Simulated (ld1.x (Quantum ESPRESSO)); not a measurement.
Ranking ultrasoft potentials for boron (B)

All share these settings but for the change named:

| Quantity | Value |
| --- | --- |
| Element | boron |
| Generator | ld1.x (Quantum ESPRESSO) 7.5 |
| Type | ultrasoft |
| Functional | PBEsol |
| Relativity | non-relativistic |
| Frozen core | [He] |
| Valence charge | 3 |
| Reference configuration | 2s2 2p0.75 (charge +0.25) |
| Partial waves | 2s (bound): rcut 0.90, rcutus 1.15 bohr; 2s channel at 2.15 Ry: rcut 0.90, rcutus 1.15 bohr; 2p (bound): rcut 2.15, rcutus 2.85 bohr; 2p channel at 3.7 Ry: rcut 2.15, rcutus 2.85 bohr; 3d channel at -0.15 Ry: rcut 2.65, rcutus 2.95 bohr; 3d channel at 1.1 Ry: rcut 2.65, rcutus 2.95 bohr |
| Local potential | all-electron potential smoothed inside 2.75 bohr (lloc = -1) |
| Core correction | a·sin(br)/r model core, default radius (core density twice the valence density) |
| Augmentation charge | PSQ, inside the norm-conserving radii |

Cutoff: the first of the cutoffs (Ry, on a coarse ladder) from which the occupation-weighted sum of valence levels, in a spherical-Bessel basis at the reference potential, stays within 10 and 1 mRy of its value at 400 Ry; the density cutoff is not measured.

The base gives 21 Ry.

Of 7 variants that were run, those that failed, showed a ghost or another fault, or gave nearly equal values are left out.

Task: Rank these variants from softest to hardest (loose cutoff).
A. waves 2s (bound): rcut 0.90, rcutus 1.60 bohr; 2s channel at 2.15 Ry: rcut 0.90, rcutus 1.60 bohr
B. waves 2s (bound): rcut 0.90, rcutus 1.06 bohr; 2s channel at 2.15 Ry: rcut 0.90, rcutus 1.06 bohr
C. waves 2s (bound): rcut 0.90, rcutus 1.38 bohr; 2s channel at 2.15 Ry: rcut 0.90, rcutus 1.38 bohr
D. waves 2s (bound): rcut 0.90, rcutus 1.24 bohr; 2s channel at 2.15 Ry: rcut 0.90, rcutus 1.24 bohr

Result: A (8 Ry), C (12 Ry), D (18 Ry), B (30 Ry).
